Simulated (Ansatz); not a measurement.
`B[SiH](Cl)[SnH3]` + `[SiH3]S` → `[SiH3][S][SnH3]` + `B[SiH2]Cl`  (cleavage of the Sn–Si bond)

Calculated with Ansatz (gas phase, PBE0-D4/def2-TZVP geometries, no zero-point term in ΔE). CBS: MP2 limit from def2 TZ/QZ plus the TZ coupled-cluster correction, frozen cores. Functionals use def2-TZVPP. HSE06 is defined as in plane-wave codes. Elements past krypton have def2 core potentials. For Sn outer-core shells are correlated without core-valence functions, which leaves a few kJ/mol of doubt a bond.

`B[SiH](Cl)[SnH3]`:

Cartesian coordinates in Å:
```
B 0.234 0.149 1.381
Si 1.532 0.405 0.052
Cl 2.748 -1.037 -0.728
Sn -1.158 -0.253 -0.636
H -0.338 1.145 1.727
H 0.124 -0.895 1.949
H 1.710 1.613 -0.789
H -2.468 -0.813 0.295
H -0.739 -1.463 -1.768
H -1.645 1.149 -1.483
```

`[SiH3]S`:

Cartesian coordinates in Å:
```
Si 0.409 0.197 0.269
S -1.641 -0.232 -0.153
H 1.204 -1.045 0.445
H 0.383 0.965 1.536
H 1.029 1.014 -0.806
H -1.383 -0.899 -1.291
```

`[SiH3][S][SnH3]`:

Z-matrix (Å, degrees):
```
Si
S 1 2.129
H 1 1.483 2 106.8
H 1 1.487 2 111.4 3 119.7
H 1 1.487 2 111.4 3 -119.7
Sn 2 2.408 1 98.6 3 -179.8
H 6 1.701 2 105.1 1 180.0
H 6 1.705 2 108.7 1 60.1
H 6 1.705 2 108.7 1 -60.1
```

`B[SiH2]Cl`:

Cartesian coordinates in Å:
```
B 0.789 -0.854 -0.416
Si -0.554 0.462 0.273
Cl 0.137 2.407 0.320
H 0.473 -2.007 -0.465
H 1.883 -0.550 -0.783
H -1.768 0.441 -0.588
H -0.960 0.100 1.659
```

CCSD(T)/CBS gives -34.7 kJ/mol.

Question: Another level gave -32.7 kJ/mol. Which?
A. B2PLYP/def2-TZVPP
B. PBE-D4/def2-TZVPP
C. CCSD(T)/def2-TZVPP
D. HSE06/def2-TZVPP

Answer: C. CCSD(T)/def2-TZVPP -32.7, B2PLYP -36.9, PBE-D4 -1.1, HSE06 -19.5 kJ/mol.

Largest T1 diagnostic among the species: 0.013.

From r2SCAN to r2SCAN0 (25 % exact exchange), in def2-TZVPP and without D4, ΔE moves by −9.4 kJ/mol. In def2-TZVPP, CCSD(T) changes the Hartree–Fock value by +75.8 kJ/mol (the triples alone add +11.5 kJ/mol) and MP2 by +80.4 kJ/mol. Leaving LDA and LC-ωPBE aside and taking each functional with its dispersion term where it has one, the values, not all of them listed here, spread over 55.8 kJ/mol, from BHLYP-D4 to PBE-D4. LDA lies +23.6 kJ/mol from PBE without D4.
